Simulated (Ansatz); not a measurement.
`O[SiH2][CH2][SbH2]` + CH₃SH → `CS[SiH2]O` + `[CH3][SbH2]`  (ligand exchange at the Si–C bond)

Gas-phase electronic energies from Ansatz, PBE0-D4/def2-TZVP geometries. CCSD(T)/CBS is the MP2 limit (def2-TZVPP, def2-QZVPP) plus CCSD(T) − MP2 in def2-TZVPP, frozen cores. This one scheme is used for every species. DFT in def2-TZVPP. def2 core potentials past Kr. For Sb outer-core shells are correlated without core-valence functions, which leaves a few kJ/mol of doubt a bond. Each species was taken in one conformer, which may not be the lowest.

Is it downhill or uphill in electronic energy at CCSD(T)/CBS, and by how much? (Best estimate.)

The calculation gave: Downhill: ΔE = -55.9 kJ/mol.

What do these levels give: r2SCAN-D4, PBE0-D4, ωB97M-V, PBE-QIDH, BHLYP, HF/def2-TZVPP? (Estimate.)

The calculation gave: r2SCAN-D4 -61.7, PBE0-D4 -59.8, ωB97M-V -56.2, PBE-QIDH -58.9, BHLYP -59.5, HF/def2-TZVPP -59.3 kJ/mol.

What do rigid-rotor, harmonic-oscillator terms from PBE0-D4/def2-TZVP frequencies (298.15 K, 1 bar) make of the CCSD(T)/CBS value? (Best estimate.)

Ansatz gave: ΔZPE = +6.6 kJ/mol, ΔH = -49.4 kJ/mol, ΔS = 3 J/(mol·K), ΔG = -50.4 kJ/mol.

Largest T1 diagnostic among the species: 0.013.

From BLYP to BHLYP (50 % exact exchange), in def2-TZVPP and without D4, ΔE moves by +3.6 kJ/mol. The D4 term adds +3.5 kJ/mol with B3LYP and +1.9 kJ/mol with PBE0; it sums over pairs of atoms, weighted by their polarisabilities, and B3LYP, whose exchange is more repulsive, gets the larger term. At CCSD(T), def2-SVP lies +4.4 kJ/mol from the extrapolated value and def2-TZVPP +1.7 kJ/mol.

B3LYP here is the variant with VWN-RPA as its local correlation; programs differ in this.
